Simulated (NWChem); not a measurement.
System: C₂H₆OSi; SMILES C1[SiH2]CO1

The following NWChem deck was run.

```
start job
memory heap 200 mb stack 900 mb global 1100 mb
geometry units angstroms noautosym nocenter noautoz
  C      0.123583    -1.137054     0.461313
  O     -0.092340    -0.000000     1.332088
  C      0.123583     1.137054     0.461313
  Si    -0.032187    -0.000000    -1.075534
  H     -0.638443    -1.925059     0.642580
  H      1.132886    -1.593242     0.607270
  H      1.132886     1.593242     0.607270
  H     -0.638443     1.925059     0.642580
  H     -1.381067    -0.000000    -1.743992
  H      1.040359     0.000000    -2.134344
end
basis spherical
  * library 6-31g*
end
dft
  xc hfexch
  iterations 150
  mulliken
end
task dft energy
esp
  recalculate
  probe 0.07
  range 0.3
  factor 1.0
  spacing 0.02
end
task esp
```

Parts of the log:

```
             Northwest Computational Chemistry Package (NWChem) 7.3.0
             --------------------------------------------------------

                             Geometry "geometry" -> ""
                             -------------------------

 Output coordinates in angstroms (scale by  1.889725989 to convert to a.u.)

  No.       Tag          Charge          X              Y              Z
 ---- ---------------- ---------- -------------- -------------- --------------
    1 C                    6.0000     0.12358300    -1.13705400     0.46131300
    2 O                    8.0000    -0.09234000     0.00000000     1.33208800
    3 C                    6.0000     0.12358300     1.13705400     0.46131300
    4 Si                  14.0000    -0.03218700     0.00000000    -1.07553400
    5 H                    1.0000    -0.63844300    -1.92505900     0.64258000
    6 H                    1.0000     1.13288600    -1.59324200     0.60727000
    7 H                    1.0000     1.13288600     1.59324200     0.60727000
    8 H                    1.0000    -0.63844300     1.92505900     0.64258000
    9 H                    1.0000    -1.38106700     0.00000000    -1.74399200
   10 H                    1.0000     1.04035900     0.00000000    -2.13434400

 Effective nuclear repulsion energy (a.u.)     168.4543837893

  xc_inp: hfexch multiplicative factor not found.

                                 NWChem DFT Module
                                 -----------------

 Summary of "ao basis" -> "ao basis" (spherical)
 ------------------------------------------------------------------------------
       Tag                 Description            Shells   Functions and Types
 ---------------- ------------------------------  ------  ---------------------
 C                           6-31g*                  6       14   3s2p1d
 O                           6-31g*                  6       14   3s2p1d
 Si                          6-31g*                  8       18   4s3p1d
 H                           6-31g*                  2        2   2s

            General Information
            -------------------
          SCF calculation type: DFT
          Wavefunction type:  closed shell.
          No. of atoms     :    10
          No. of electrons :    40
           Alpha electrons :    20
            Beta electrons :    20
          Charge           :     0
          Spin multiplicity:     1
          Use of symmetry is: off; symmetry adaption is: off
          Maximum number of iterations: 150
          AO basis - number of functions:    72
                     number of shells:    38
          Convergence on energy requested:  1.00D-06
          Convergence on density requested:  1.00D-05
          Convergence on gradient requested:  5.00D-04

              XC Information
              --------------
                     Hartree-Fock (Exact) Exchange  1.000

      Superposition of Atomic Density Guess
      -------------------------------------

 Sum of atomic energies:        -441.88156328

      Non-variational initial energy
      ------------------------------

 Total energy =    -443.752292
 1-e energy   =    -942.590164
 2-e energy   =     330.383488
 HOMO         =      -0.304769
 LUMO         =       0.041108

     ---------------------------------------------
      Total Density - Mulliken Population Analysis
     ---------------------------------------------

    Atom       Charge   Shell Charges
 -----------   ------   -------------------------------------------------------
    1 C    6     6.26   2.00  0.70  1.80  0.66  1.05  0.05
    2 O    8     8.71   2.00  0.93  2.98  0.94  1.85  0.02
    3 C    6     6.26   2.00  0.70  1.80  0.66  1.05  0.05
    4 Si  14    13.45   2.00  2.00  5.97  0.99  1.61  0.30  0.46  0.12
    5 H    1     0.79   0.47  0.32
    6 H    1     0.80   0.47  0.33
    7 H    1     0.80   0.47  0.33
    8 H    1     0.79   0.47  0.32
    9 H    1     1.07   0.47  0.60
   10 H    1     1.06   0.47  0.60

   convergence    iter        energy       DeltaE   RMS-Dens  Diis-err
 ---------------- ----- ----------------- --------- --------- ---------
 d= 0,ls=0.0,diis     1   -442.8842023428 -6.11D+02  6.11D-03  3.42D-01
 d= 0,ls=0.0,diis     2   -442.9292076109 -4.50D-02  2.52D-03  8.11D-02
 d= 0,ls=0.0,diis     3   -442.9373894840 -8.18D-03  9.03D-04  7.96D-03
 d= 0,ls=0.0,diis     4   -442.9384927376 -1.10D-03  1.92D-04  9.66D-05
 d= 0,ls=0.0,diis     5   -442.9385152007 -2.25D-05  5.12D-05  1.07D-05
  Resetting Diis
 d= 0,ls=0.0,diis     6   -442.9385174878 -2.29D-06  2.10D-05  8.41D-07
 d= 0,ls=0.0,diis     7   -442.9385177399 -2.52D-07  4.02D-06  5.89D-08

         Total DFT energy =     -442.938517739879
      One electron energy =     -945.464485427676
           Coulomb energy =      375.175831958999
    Exchange-Corr. energy =      -41.104248060511
 Nuclear repulsion energy =      168.454383789309

 Numeric. integr. density =        0.000000000000

                       DFT Final Molecular Orbital Analysis
                       ------------------------------------

 Vector   18  Occ=2.000000D+00  E=-4.294267D-01
              MO Center=  7.0D-02,  2.9D-13,  5.3D-01, r^2= 3.0D+00
   Bfn.  Coefficient  Atom+Function         Bfn.  Coefficient  Atom+Function
  ----- ------------  ---------------      ----- ------------  ---------------
    17      0.394124   2 O  px               21      0.327209   2 O  px
    19     -0.228301   2 O  pz               51     -0.203847   4 Si pz
    23     -0.190628   2 O  pz               72      0.178764  10 H  s
     5      0.163230   1 C  pz               33      0.163230   3 C  pz
     3     -0.138114   1 C  px               31     -0.138114   3 C  px

 Vector   19  Occ=2.000000D+00  E=-4.211501D-01
              MO Center=  6.9D-02, -1.7D-13,  2.5D-02, r^2= 2.5D+00
   Bfn.  Coefficient  Atom+Function         Bfn.  Coefficient  Atom+Function
  ----- ------------  ---------------      ----- ------------  ---------------
    50      0.342839   4 Si py                5      0.253085   1 C  pz
    33     -0.253085   3 C  pz                4     -0.217362   1 C  py
    32     -0.217362   3 C  py                9      0.189654   1 C  pz
    37     -0.189654   3 C  pz                6     -0.169709   1 C  s
    34      0.169709   3 C  s                 8     -0.150493   1 C  py

 Vector   20  Occ=2.000000D+00  E=-3.956669D-01
              MO Center=  4.7D-02, -9.7D-14,  4.9D-01, r^2= 2.8D+00
   Bfn.  Coefficient  Atom+Function         Bfn.  Coefficient  Atom+Function
  ----- ------------  ---------------      ----- ------------  ---------------
    19      0.331243   2 O  pz               17      0.322211   2 O  px
    23      0.287986   2 O  pz               21      0.279129   2 O  px
    51      0.246053   4 Si pz                5     -0.177947   1 C  pz
    33     -0.177947   3 C  pz               70     -0.160578   9 H  s
    64     -0.152862   6 H  s                66     -0.152862   7 H  s

 Vector   21  Occ=0.000000D+00  E= 1.189891D-01
              MO Center= -5.4D-02, -1.6D-13, -1.3D+00, r^2= 4.4D+00
   Bfn.  Coefficient  Atom+Function         Bfn.  Coefficient  Atom+Function
  ----- ------------  ---------------      ----- ------------  ---------------
    54      1.185897   4 Si py                6      0.643455   1 C  s
    34     -0.643455   3 C  s                 9     -0.296749   1 C  pz
    37      0.296749   3 C  pz               50      0.176767   4 Si py
     5     -0.112516   1 C  pz               33      0.112516   3 C  pz
    57     -0.090665   4 Si d -1              8      0.087145   1 C  py

 Vector   22  Occ=0.000000D+00  E= 1.677382D-01
              MO Center= -3.1D-02,  6.0D-14, -1.3D+00, r^2= 5.3D+00
   Bfn.  Coefficient  Atom+Function         Bfn.  Coefficient  Atom+Function
  ----- ------------  ---------------      ----- ------------  ---------------
    55      1.751411   4 Si pz                6     -0.839277   1 C  s
    34     -0.839277   3 C  s                70      0.675273   9 H  s
    72      0.612528  10 H  s                53      0.328385   4 Si px
    20     -0.326049   2 O  s                 9      0.271370   1 C  pz
    37      0.271370   3 C  pz               52      0.111510   4 Si s

 Vector   23  Occ=0.000000D+00  E= 2.136950D-01
              MO Center=  2.2D-01,  1.0D-13, -6.3D-01, r^2= 4.5D+00
   Bfn.  Coefficient  Atom+Function         Bfn.  Coefficient  Atom+Function
  ----- ------------  ---------------      ----- ------------  ---------------
    53      1.423999   4 Si px               72     -1.089553  10 H  s
    70      0.819064   9 H  s                62      0.465918   5 H  s
    68      0.465918   8 H  s                52      0.443373   4 Si s
     6     -0.306897   1 C  s                34     -0.306897   3 C  s
    55     -0.262625   4 Si pz               49      0.255675   4 Si px

     ---------------------------------------------
      Total Density - Mulliken Population Analysis
     ---------------------------------------------

    Atom       Charge   Shell Charges
 -----------   ------   -------------------------------------------------------
    1 C    6     6.24   2.00  0.65  1.92  0.64  0.97  0.06
    2 O    8     8.65   2.00  0.89  2.85  1.01  1.87  0.03
    3 C    6     6.24   2.00  0.65  1.92  0.64  0.97  0.06
    4 Si  14    13.27   2.00  2.00  5.97  0.92  1.76  0.19  0.22  0.20
    5 H    1     0.82   0.52  0.30
    6 H    1     0.83   0.52  0.31
    7 H    1     0.83   0.52  0.31
    8 H    1     0.82   0.52  0.30
    9 H    1     1.14   0.49  0.65
   10 H    1     1.15   0.49  0.65

     -------------------------------------------
      Total Density - Lowdin Population Analysis
     -------------------------------------------

    Atom       Charge   Shell Charges
 -----------   ------   -------------------------------------------------------
    1 C    6     6.26   1.99  0.55  1.77  0.46  1.37  0.12
    2 O    8     8.35   1.99  0.85  2.75  0.68  2.01  0.06
    3 C    6     6.26   1.99  0.55  1.77  0.46  1.37  0.12
    4 Si  14    13.51   2.00  1.98  5.89  0.65  1.61  0.37  0.75  0.25
    5 H    1     0.87   0.50  0.37
    6 H    1     0.88   0.50  0.38
    7 H    1     0.88   0.50  0.38
    8 H    1     0.87   0.50  0.37
    9 H    1     1.07   0.50  0.57
   10 H    1     1.07   0.50  0.58

     Multipole analysis of the density
     ---------------------------------

     L   x y z        total         alpha         beta         nuclear
     -   - - -        -----         -----         ----         -------
     0   0 0 0     -0.000000    -20.000000    -20.000000     40.000000

     1   1 0 0      0.171043     -0.804384     -0.804384      1.779812
     1   0 1 0     -0.000000     -0.000000     -0.000000      0.000000
     1   0 0 1     -0.819276     -0.179420     -0.179420     -0.460436

     2   2 0 0    -24.524610    -24.114246    -24.114246     23.703881
     2   1 1 0     -0.000000     -0.000000     -0.000000      0.000000
     2   1 0 1      0.294710     -1.510083     -1.510083      3.314876
     2   0 2 0    -21.598787    -60.800090    -60.800090    100.001393
     2   0 1 1     -0.000000     -0.000000     -0.000000      0.000000
     2   0 0 2    -27.875114    -89.116523    -89.116523    150.357932

                     NWChem Electrostatic Potential Fit Module
                     -----------------------------------------

 Atom parameters

 Number of atoms is                                   10
 Number of basis functions is                         72

 Grid parameters

 Maximum number of grid points is                  41536
 Number of grid points is                          41535
 Grid range                                     0.300000 nm
 Grid spacing                                   0.020000 nm
 Probe radius                                   0.070000 nm
 Atom radius factor                             1.000000

 Atomic radii

    1    0.100000
    6    0.147000
    8    0.136000
   14    0.187000
 FASTESP  F
  using M.O. file = ./job.movecs

    Atom              Coordinates                           Charge

                                                  ESP

    1 C     0.012358   -0.113705    0.046131    0.188469
    2 O    -0.009234    0.000000    0.133209   -0.495398
    3 C     0.012358    0.113705    0.046131    0.188826
    4 Si   -0.003219    0.000000   -0.107553    0.312926
    5 H    -0.063844   -0.192506    0.064258    0.005743
    6 H     0.113289   -0.159324    0.060727   -0.004474
    7 H     0.113289    0.159324    0.060727   -0.004697
    8 H    -0.063844    0.192506    0.064258    0.005729
    9 H    -0.138107    0.000000   -0.174399   -0.095776
   10 H     0.104036    0.000000   -0.213434   -0.101349
                                            ------------
                                               -0.000000

 Dipole moment                                  0.844202

 Quadrupole moment Qxx                          0.055790
                   Qyy                          8.630046
                   Qzz                         -8.685836

 RMS deviation kJ/mol                           0.060518

 RRMS %                                        29.277008
```

Level: Hartree-Fock/6-31G* (spherical d). Structure relaxed at the PBE-D3(BJ)/def2-SVP level.
